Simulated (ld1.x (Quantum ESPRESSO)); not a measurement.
tantalum: one change to a TM potential, before and after

ld1.x (Quantum ESPRESSO) 7.5 input, shortened:

```
&input
   title='Ta', zed=73., rel=1, dft='PBE', iswitch=3,
   config='[Xe] 4f14 5d3 6s2 6p0'
 /
 &inputp
   pseudotype=2, tm=.true., lloc=0,
   nlcc=.true., new_core_ps=.true., rcore=2.20
 /
3
6P  2  1   0.00   0.00  3.35  3.35  0.0
5D  3  2   3.00   0.00  2.45  2.45  0.0
6S  1  0   2.00   0.00  2.15  2.15  0.0
 &test
   configts(1)='5d3 6s2 6p0'
 /
```

Change: all radii but the core radius scaled by about 1.09 (s 2.34, p 3.64, d 2.66 bohr).

Cutoffs: the cutoffs (Ry, on a coarse ladder) from which the occupation-weighted sum of valence levels, in a spherical-Bessel basis at the reference potential, stays within 10 and 1 mRy of its value at 400 Ry; they do not see the model core or the augmentation charge, which bear on the density cutoff. Errors are all-electron minus pseudo energies relative to the spin-unpolarised reference configuration.

Task: What does the change do?

Result: The potential gets softer (25 Ry and 35 Ry → 25 Ry and 30 Ry); of the 7 tests that both files solve, the error grows in 4 and shrinks in 0 by more than 15 % and 0.3 meV (median size 28.3 → 46.0 meV); neither file shows a bound ghost. A larger radius leaves more room for a smooth pseudo-wave, so fewer plane waves are needed. More of the atom is replaced by a form fitted at one configuration, so other configurations suffer.

| quantity | base | changed |
| --- | --- | --- |
| cutoff, loose | 25 Ry | 25 Ry |
| cutoff, tight | 35 Ry | 30 Ry |
| loose cutoff by channel (10 mRy a level) | d 21 Ry, s 12 Ry | d 21 Ry, s 6 Ry |
| bound ghosts | none | none |
| error for 5d3 6s1 6p0, meV [ΔE 8.47 eV] | -6.3 | -8.9 |
| error for 5d3 6s0 6p0, meV [ΔE 23.44 eV] | -36 | -46 |
| error for 5d2 6s0 6p0, meV [ΔE 47.04 eV] | -229 | -221 |
| error for 5d3.5 6s1.5 6p0, meV [ΔE 0.99 eV] | -11 | -13 |
| error for 5d3 6s0 6p2, meV [ΔE 8.59 eV] | -18 | -20 |
| error for 5d2 6s2 6p1, meV [ΔE 2.99 eV] | -69 | -79 |
| error for 5d2 6s2 6p0, meV [ΔE 7.68 eV] | -28 | -47 |
